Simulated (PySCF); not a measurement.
Coordinates in bohr (charge 0 multiplicity 1):
```
Ti    0.0000    0.0000    0.0724
O     0.0000    0.0000    3.0850
F     3.0294    0.0000   -1.3944
F    -3.0294    0.0000   -1.3944
```

Method: PySCF, B3LYP, basis Ti def2-SVP, O def2-SVP, F def2-SVP (no relativity, density fitting).

This geometry of TiOF2 is a stationary point at this level.

What is the point group?

C2v.

Is it a minimum?

No: it has 1 imaginary mode, at 56i cm⁻¹ (b1).

Which band is strongest in the infrared?

818 cm⁻¹ (b2), 238 km/mol.

What are the dipole moment and the gap between the highest occupied and lowest empty levels?

1.17 D and 5.49 eV.

Give the atomic charges and bond orders.


```json
{"atom": "Ti1", "Mulliken": "1.22", "Löwdin": "0.53", "polar tensor": "2.21", "Mayer order to Ti1": "–"}
{"atom": "O2", "Mulliken": "-0.39", "Löwdin": "-0.13", "polar tensor": "-0.79", "Mayer order to Ti1": "2.25"}
{"atom": "F3,4", "Mulliken": "-0.41", "Löwdin": "-0.20", "polar tensor": "-0.71", "Mayer order to Ti1": "0.98"}
```

Stability towards spin polarisation was not tested. Other isomers or separated fragments may lie lower.
